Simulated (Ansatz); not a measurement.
Consider the redistribution: `BOB1CO1` + `ClC[SiH2]Br` → `ClB1CO1` + `BOC[SiH2]Br`.

Computed with Ansatz on PBE0-D4/def2-TZVP structures; ΔE is electronic, products minus reactants. CCSD(T)/CBS is the MP2 limit (def2-TZVPP, def2-QZVPP) plus CCSD(T) − MP2 in def2-TZVPP, frozen cores. Functionals use def2-TZVPP. B3LYP here is the variant with VWN-RPA as its local correlation; programs differ in this. For Br outer-core shells are correlated without core-valence functions, which leaves a few kJ/mol of doubt a bond. Scalar relativity is left out up to krypton. Each species was taken in one conformer, which may not be the lowest.

`BOB1CO1`:

```xyz
9

B     0.074    0.024   -2.055
O     0.560   -0.447   -0.871
B     0.149   -0.079    0.363
C     0.003   -0.207    1.852
O    -0.491    0.923    0.960
H     0.638   -0.324   -3.049
H    -0.887    0.739   -2.063
H     0.769    0.123    2.547
H    -0.815   -0.751    2.316
```

`ClC[SiH2]Br`:

Z-matrix (Å, degrees):
```
C
Si 1 1.876
Cl 1 1.780 2 110.8
H 1 1.092 2 110.1 3 119.3
H 1 1.090 2 111.5 3 -120.4
Br 2 2.214 1 109.7 3 65.6
H 2 1.484 1 109.0 3 -176.3
H 2 1.479 1 110.2 3 -54.1
```

`ClB1CO1`:

```xyz
6

Cl    0.257   -0.157    2.451
B     0.231   -0.104    0.736
C    -0.327    0.137   -0.638
O     1.048   -0.382   -0.269
H    -0.286    1.110   -1.119
H    -0.922   -0.605   -1.162
```

`BOC[SiH2]Br`:

Cartesian coordinates in Å:
```
B -0.623 1.256 -1.476
O 0.204 1.132 -0.424
C 0.838 -0.096 -0.111
Si 0.060 -0.868 1.424
Br -2.076 -1.284 0.986
H -0.791 0.329 -2.223
H -1.146 2.321 -1.622
H 1.897 0.104 0.088
H 0.780 -0.796 -0.952
H 0.120 0.054 2.580
H 0.738 -2.151 1.732
```

```tsv
level	ΔE (kJ/mol)	difference from CCSD(T)/CBS
PBE-D4	25.2	-13.7
r2SCAN-D4	31.2	-7.7
PBE0-D4	31.9	-7.0
B3LYP-D4	34.8	-4.1
ωB97X-V	34.0	-4.9
ωB97M-V	35.6	-3.3
B2PLYP	36.5	-2.4
PBE	26.2	-12.7
r2SCAN	31.7	-7.2
PBE0	33.0	-5.9
B3LYP	36.3	-2.6
HF/def2-TZVPP	52.9	14.0
MP2/def2-TZVPP	35.8	-3.1
SCS-MP2/def2-TZVPP	37.5	-1.4
CCSD/def2-TZVPP	37.1	-1.8
CCSD(T)/def2-TZVPP	33.9	-5.0
HF/def2-QZVPP	54.3	15.4
MP2/def2-QZVPP	39.2	0.3
SCS-MP2/def2-QZVPP	40.8	1.9
HF/CBS(def2)	54.5	15.6
MP2/CBS(def2)	40.8	1.9
CCSD/CBS(def2)	42.2	3.3
CCSD(T)/CBS	38.9	0
```

Largest T1 diagnostic among the species: 0.015.

In def2-TZVPP, CCSD(T) changes the Hartree–Fock value by −18.9 kJ/mol (the triples alone add −3.2 kJ/mol) and MP2 by −17.0 kJ/mol. From PBE to PBE0 (25 % exact exchange), in def2-TZVPP and without D4, ΔE moves by +6.7 kJ/mol.
